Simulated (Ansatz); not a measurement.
`CC1=NB1` + H₂ → `B1C=N1` + CH₄ at 700 K and 1 bar (hydrogenolysis of a C–C bond).

Calculated with Ansatz (gas phase, PBE0-D4/def2-TZVP geometries, no zero-point term in ΔE). CCSD(T)/CBS is the MP2 limit (def2-TZVPP, def2-QZVPP) plus CCSD(T) − MP2 in def2-TZVPP, frozen cores. This one scheme is used for every species.

```
  species  CCSD(T)/CBS energy (Eh)  H − E (kJ/mol)  S (J/(mol·K))
`CC1=NB1`               -157.96353           207.7          362.0
       H₂                 -1.17544            46.8          155.3
 `B1C=N1`               -118.68952           115.8          293.6
      CH₄                -40.46206           145.9          224.0
```

H − E and S are ideal-gas, rigid-rotor, harmonic terms from PBE0-D4/def2-TZVP. For small species the MP2-based limit differs from directly extrapolated CCSD(T) by up to some mEh (0.8 for H₂); such offsets cancel only in part. 1 Eh = 2625.50 kJ/mol, R = 8.31446 J/(mol·K).

Problem. By hand: ΔE, ΔH, ΔS and ΔG.

Solution. ΔE = (-118.68952) + (-40.46206) − (-157.96353) − (-1.17544) = -0.01261 Eh = -33.1 kJ/mol. Δ(H − E) = 115.8 + 145.9 − 207.7 − 46.8 = 7.2, so ΔH = -25.9 kJ/mol. ΔS = 293.6 + 224.0 − 362.0 − 155.3 = 0.3 J/(mol·K). ΔG = -25.9 − 700 × (0.3)/1000 = -26.1 kJ/mol.

Problem. By hand: the equilibrium constant, and the temperature at which ΔG would vanish if ΔH and ΔS stayed fixed.

Solution. log₁₀ K = −ΔG/(RT ln 10) = 1.9. ΔH and −TΔS have one sign here, so there is no such temperature.

The number of gas molecules stays the same, so ΔS is small and ΔH decides. A doubt of 5 kJ/mol in ΔE shifts log₁₀ K by 0.4 here. These are equilibria of isolated gas molecules and say nothing of rates. Largest T1 diagnostic: 0.011 (customary marks: 0.02 for closed shells, 0.045 for open ones).

ΔS is within the doubt of such terms, so its sign, and with it that verdict, could turn.
